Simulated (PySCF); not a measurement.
# Radial density of Mn⁺ (manganese, charge +1)

UHF, [Ar] 3d5 4s1, high-spin 7S determinant. Calculation: PySCF 2.14, in jorge-DZP-DKH (8s6p2d1f, 43 functions); scalar relativity by spin-free X2C-1e.

| r (bohr) | 4πr²ρ (e/bohr) | 4πr²(ρα − ρβ) |
| --- | --- | --- |
| 0.00134 | 0.3174 | 0.0001 |
| 0.00225 | 0.7885 | 0.0003 |
| 0.00378 | 1.925 | 0.0006 |
| 0.00636 | 4.513 | 0.0014 |
| 0.0107 | 9.789 | 0.0030 |
| 0.0180 | 18.51 | 0.0051 |
| 0.0303 | 27.79 | 0.0055 |
| 0.0509 | 29.23 | -0.0017 |
| 0.0856 | 23.25 | -0.0149 |
| 0.144 | 29.07 | 0.0224 |
| 0.242 | 30.06 | 0.3980 |
| 0.408 | 12.52 | 2.1754 |
| 0.686 | 14.98 | 4.3150 |
| 1.15 | 8.599 | 3.2656 |
| 1.94 | 1.706 | 1.3198 |
| 3.26 | 0.3462 | 0.3444 |
| 5.49 | 0.02790 | 0.0279 |
| 9.23 | 8.827e-05 | 0.0001 |

Densities and radii are taken from the X2C orbitals without a picture-change correction, which distorts them close to the nucleus.

(1) Where is the radial spin density 4πr²(ρα − ρβ) most negative, and why is it negative at all?

Answers

(1) Around r = 0.0856 bohr, down to -0.0149 e/bohr: exchange with the open shell polarises the paired shells in an unrestricted calculation.
